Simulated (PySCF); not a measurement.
**Trend along the alkali metals: MSr molecules**

CCSD(T) with double-zeta basis sets in PySCF, for the lowest determinant that a PBE0 search found; no spin–orbit coupling. De refers to high-spin ground-configuration atoms.

| M | basis | reference, frozen orbitals | state (unpaired electrons) | Re (Å) | ωe (cm⁻¹) | De (eV) |
| --- | --- | --- | --- | --- | --- | --- |
| Li | def2-SVP | ROHF, 0 | doublet (σ ↑) | 3.711 | 140 | 0.19 |
| Na | def2-SVP | ROHF, 1 | doublet (σ ↑) | 3.974 | 71.5 | 0.16 |
| Rb | def2-SVP | ROHF, 0 | doublet (σ ↑) | 5.060 | 28.3 | 0.11 |
| Cs | def2-SVP | ROHF, 0 | doublet (σ ↑) | 5.292 | 25.3 | 0.11 |

(1) The row for M = K is missing. Estimate Re, ωe and De as the mean of the rows for Na and Rb, and compare with the calculation.

Correlated steps freeze the inner cores (0 to 5 orbitals); shallow outer-core shells are correlated. Weak bonds: CsSr, KSr, NaSr, RbSr, SrLi. Basis-set superposition, not corrected here, can be much of De in a small basis, most of all at correlated wavefunction levels. Spin–orbit coupling is left out. States were picked by a PBE0 search and need not be the measured ground states.

## Answers

(1) The means are 4.517 Å, 49.9 cm⁻¹ and 0.14 eV. ROHF-CCSD(T) in def2-SVP gives KSr as a doublet (σ ↑) with Re = 4.706 Å, ωe = 39.2 cm⁻¹, De = 0.13 eV, so the estimate is off by -18.9 pm, +27 % and +0.00 eV.
